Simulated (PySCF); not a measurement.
A table of computed molecular properties with gaps.

```csv
no.,species (SMILES),atoms,electrons,dipole moment (D),HOMO energy (eV),LUMO energy (eV),smallest rotational constant (GHz)
1,CCOC(=O)C(=O)O[SiH3],17,78,0.54,?,-1.71,0.575
2,CC1=C[Si@H](N([SiH3])[SiH3])C=C1,22,92,1.04,-6.64,-1.56,0.517
3,C=C[C@@H]1C[C@@H]2CCC[C@H]1C2,26,76,0.36,?,0.48,1.164
4,CSCP=C=C(C)C,19,78,2.83,-6.15,?,0.507
5,C1C[C@@H]2C[C@H](C1)[C@H]2C1CC1,26,76,0.14,-7.34,?,0.849
6,N#CC[Si@H]([SiH3])[SiH2]C1CC1,22,92,?,-7.98,-0.80,0.606
```

Levels: PBE0/pcSseg-1 for dipole moment, HOMO energy and LUMO energy; GFN2-xTB for smallest rotational constant. Geometries: GFN2-xTB. Species are written as SMILES; each is one conformer at its optimised geometry, gas phase, non-relativistic unless stated. Electronic properties by PySCF.

Dipoles, sizes and rotational constants follow the conformer. The torsions of the flexible species, by atom-mapped SMILES:
- `[CH3:1][CH2:2][O:3][C:4](=[O:5])[C:6](=[O:7])[O:8][SiH3:9]`: C1–C2–O3–C4 -83°, C2–O3–C4–O5 -1°, O3–C4–C6–O7 7°, C4–C6–O8–Si9 -178°
- `[CH3:1][C:2]1=[CH:3][Si@H:4]([N:5]([SiH3:6])[SiH3:7])[CH:8]=[CH:9]1`: C3–Si4–N5–Si6 36°
- `[CH3:1][S:2][CH2:3][P:4]=[C:5]=[C:6]([CH3:7])[CH3:8]`: C1–S2–C3–P4 65°, S2–C3–P4–C5 173°
- `[N:1]#[C:2][CH2:3][Si@H:4]([SiH3:5])[SiH2:6][CH:7]1[CH2:8][CH2:9]1`: C2–C3–Si4–Si5 64°, C3–Si4–Si6–C7 74°, Si4–Si6–C7–C8 148°

The conformers of `C=C[C@@H]1C[C@@H]2CCC[C@H]1C2` and `C1C[C@@H]2C[C@H](C1)[C@H]2C1CC1` aren't listed.

Task: What is the HOMO energy in row 1?

Result: -7.93 eV.

Task: Row 3: the HOMO energy?

Result: -7.27 eV.

Task: Row 4: the LUMO energy?

Result: -1.20 eV.

Task: What is the LUMO energy in row 5?

Result: 1.46 eV.

Task: Row 6: the dipole moment?

Result: 2.93 D.

Task: In the completed table, which rows hold the lowest and the highest dipole moment, and what is the mean?

Result: Row 5 the lowest (0.14 D), row 6 the highest (2.93 D); the mean over the 6 rows is 1.31 D.

Task: In the completed table, which rows hold the lowest and the highest HOMO energy, and what is the mean?

Result: Row 6 the lowest (-7.98 eV), row 4 the highest (-6.15 eV); the mean over the 6 rows is -7.22 eV.

Task: What is the HOMO–LUMO gap, row by row?

Result: row 1: 6.22, row 2: 5.08, row 3: 7.75, row 4: 4.95, row 5: 8.80, row 6: 7.18 eV.
